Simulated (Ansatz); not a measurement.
All values below come from B3LYP-D3(BJ)/def2-TZVP in Ansatz (an electronic-structure program). No frequencies were computed at this level.

Ansatz 0.2 input:
```yaml
crystal:
  periodic: [false, false, false]
  atoms:
    - { symbol: C, position_ang: [-1.41139, 0.087591, -0.184217] }
    - { symbol: C, position_ang: [-0.100161, -0.629651, -0.485927] }
    - { symbol: Si, position_ang: [1.429919, 0.352294, 0.072792] }
    - { symbol: H, position_ang: [-1.44796, 1.050708, -0.689228] }
    - { symbol: H, position_ang: [-1.516897, 0.262681, 0.884511] }
    - { symbol: H, position_ang: [-2.265052, -0.502008, -0.516845] }
    - { symbol: H, position_ang: [-0.109484, -1.606529, 0.0021] }
    - { symbol: H, position_ang: [-0.041113, -0.824965, -1.558733] }
    - { symbol: H, position_ang: [2.63581, -0.410404, -0.256295] }
    - { symbol: H, position_ang: [1.366393, 0.575535, 1.519184] }
    - { symbol: H, position_ang: [1.459928, 1.64475, -0.616106] }
basis:
  gaussian: { orbitals: def2-tzvp }
hamiltonian:
  xc: b3lyp
  dispersion: d3bj
relax:
  max_steps: 150
```

Output:

```
Functional definition: B3LYP
973 factors; their error is unknown
mean field evaluation 1: about -10075.2918 eV, gradient 6.1e1 eV
mean field evaluation 2: about -10066.8287 eV, gradient 8.0e1 eV
mean field evaluation 4: about -10084.0585 eV, gradient 2.4e0 eV
mean field evaluation 8: about -10084.0837 eV, gradient 5.5e-2 eV
mean field evaluation 16: about -10084.0837 eV, gradient 1.0e-5 eV
mean field -10084.08373226 eV, -370.5832419233 hartree, gradient 1.0e-5 eV, S^2 0.000000; 0 other end points of the search recorded, 0 dependent functions left out
reference -10084.08400688 eV, -370.5832520150 hartree; 17, 17 occupied and 130, 130 virtual orbitals, 973 factors
relax step   1: F+E_penalty+E_count = -10084.42038463 eV  Δ(F+E_penalty+E_count) = +0.000e0 eV  max|allowed force component| = 6.212e-1 eV/Å  Δτ_max = 0.0000 Å  (27 SCF iters, accepted)
these checks for a lower state are left out or cut short: starts, cluster_reference, orbital_swaps, neighbouring_geometries, increment
973 factors; their error is unknown
mean field -10084.10968369 eV, -370.5841956204 hartree, gradient 2.2e-5 eV, S^2 0.000000; 0 other end points of the search recorded, 0 dependent functions left out
reference -10084.10995849 eV, -370.5842057194 hartree; 17, 17 occupied and 130, 130 virtual orbitals, 973 factors
relax step   2: F+E_penalty+E_count = -10084.44476165 eV  Δ(F+E_penalty+E_count) = -2.438e-2 eV  max|allowed force component| = 2.456e-1 eV/Å  Δτ_max = 0.0351 Å  (30 SCF iters, accepted)
these checks for a lower state are left out or cut short: starts, cluster_reference, orbital_swaps, neighbouring_geometries, increment
973 factors; their error is unknown
mean field evaluation 32: about -10084.1113 eV, gradient 2.1e-5 eV
mean field -10084.11130593 eV, -370.5842552368 hartree, gradient 2.1e-5 eV, S^2 0.000000; 0 other end points of the search recorded, 0 dependent functions left out
reference -10084.11158061 eV, -370.5842653312 hartree; 17, 17 occupied and 130, 130 virtual orbitals, 973 factors
relax step   3: F+E_penalty+E_count = -10084.44688497 eV  Δ(F+E_penalty+E_count) = -2.123e-3 eV  max|allowed force component| = 4.678e-2 eV/Å  Δτ_max = 0.0123 Å  (31 SCF iters, accepted)
these checks for a lower state are left out or cut short: starts, cluster_reference, orbital_swaps, neighbouring_geometries, increment
973 factors; their error is unknown
mean field -10084.11143012 eV, -370.5842598005 hartree, gradient 2.1e-5 eV, S^2 0.000000; 0 other end points of the search recorded, 0 dependent functions left out
reference -10084.11170481 eV, -370.5842698952 hartree; 17, 17 occupied and 130, 130 virtual orbitals, 973 factors
relax step   4: F+E_penalty+E_count = -10084.44699623 eV  Δ(F+E_penalty+E_count) = -1.113e-4 eV  max|allowed force component| = 9.553e-3 eV/Å  Δτ_max = 0.0025 Å  (31 SCF iters, accepted)
973 factors; their error is unknown
mean field -10084.11143012 eV, -370.5842598005 hartree, gradient 2.1e-5 eV, S^2 0.000000; 1 other end points of the search recorded, 0 dependent functions left out
reference -10084.11170481 eV, -370.5842698952 hartree; 17, 17 occupied and 130, 130 virtual orbitals, 973 factors
Total energy: -10084.44727092 eV, -370.5966017224 hartree
Atom 0 at    -1.423498     0.089851    -0.183616 Å, force    -0.005922     0.001167     0.000325 eV/Å
Atom 1 at    -0.103144    -0.629446    -0.485955 Å, force     0.009553     0.004420     0.002631 eV/Å
Atom 2 at     1.418795     0.331591     0.061938 Å, force    -0.003391     0.000255    -0.000021 eV/Å
Atom 3 at    -1.472113     1.058483    -0.685722 Å, force    -0.000287     0.000183     0.000103 eV/Å
Atom 4 at    -1.541003     0.270992     0.886946 Å, force    -0.000286     0.000203     0.000065 eV/Å
Atom 5 at    -2.283797    -0.495727    -0.514521 Å, force     0.003289    -0.000424    -0.000068 eV/Å
Atom 6 at    -0.084660    -1.608087     0.003061 Å, force    -0.001428    -0.002481    -0.001009 eV/Å
Atom 7 at    -0.016243    -0.826001    -1.558816 Å, force    -0.001408    -0.002244    -0.001482 eV/Å
Atom 8 at     2.661954    -0.413561    -0.256730 Å, force    -0.003504     0.001325     0.000510 eV/Å
Atom 9 at     1.374811     0.573235     1.526183 Å, force     0.001781    -0.000184    -0.002560 eV/Å
Atom 10 at     1.468891     1.648671    -0.621531 Å, force     0.001603    -0.002219     0.001504 eV/Å
Dipole moment:    -0.143126    -0.095584    -0.054132 e Å
```

Cost: around 18 core-seconds (rough).
